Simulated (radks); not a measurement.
Q: All-electron atom: the silver ion Ag8+ in [Kr] 4d3. Calculated with a radial shooting solver on a logarithmic mesh with Libxc functionals: Dirac Kohn-Sham, LDA (Slater exchange, Perdew-Wang correlation), spin-unpolarised, spherical densities, finite nucleus; open shells fill j = l - 1/2 first; Fermi nuclear charge, rms radius 4.5454 fm. Some entries of the table are withheld. Estimate them.

orbital  occ.  eigenvalue (eV)  <1/r> (bohr^-1)
1s1/2       2        -25431.15              (1)
2s1/2       2              (2)            11.38
2p1/2       2        -3611.284            11.36
2p3/2       4        -3436.245            10.68
3s1/2       2        -828.6131            3.984
3p1/2       2        -724.7382              (3)
3p3/2       4        -693.6995              (4)
3d3/2       4        -509.3906            3.567
3d5/2       6        -503.1123            3.524
4s1/2       2              (5)            1.597
4p1/2       2        -197.2967            1.500
4p3/2       4        -191.2861            1.452
4d3/2       3              (6)              (7)
4d5/2       0              (8)              (9)
5s1/2       0         -96.9733           0.7557
5p1/2       0         -85.1414           0.7048
5p3/2       0         -83.4939           0.6895

A: 
(1) 1s1/2 <1/r> (bohr^-1): 49.38
(2) 2s1/2 eigenvalue (eV): -3872.339
(3) 3p1/2 <1/r> (bohr^-1): 3.894
(4) 3p3/2 <1/r> (bohr^-1): 3.726
(5) 4s1/2 eigenvalue (eV): -231.8340
(6) 4d3/2 eigenvalue (eV): -135.4735
(7) 4d3/2 <1/r> (bohr^-1): 1.252
(8) 4d5/2 eigenvalue (eV): -134.5110
(9) 4d5/2 <1/r> (bohr^-1): 1.241
